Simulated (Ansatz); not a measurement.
The cluster Li₄. Charge 0, multiplicity 1. Geometry PBE/def2-TZVP; atoms count from 1.

```csv
atom,x (Å),y (Å),z (Å)
Li1,0.0376,2.1636,1.7115
Li2,-0.0477,-2.1649,-1.7096
Li3,-0.1805,0.8160,-1.0276
Li4,0.1906,-0.8147,1.0256
```

The restricted singlet is unstable: a solution with broken spin symmetry lies lower. The structure comes from a short search, and lower isomers may exist.

Q: Estimate the Mulliken populations from the PBE0/def2-TZVP orbitals of Ansatz.

A: 
```tsv
atom	charge (e)
Li1	-0.10
Li2	-0.10
Li3	0.10
Li4	0.10
```
Mulliken values and Mayer orders depend strongly on the basis.

Q: And the Mayer bond orders between bonded heavy atoms (over 0.3)?

A: Li1–Li3 0.48 (3.06 Å); Li1–Li4 0.48 (3.06 Å); Li2–Li3 0.48 (3.06 Å); Li2–Li4 0.48 (3.06 Å); Li3–Li4 0.42 (2.65 Å).
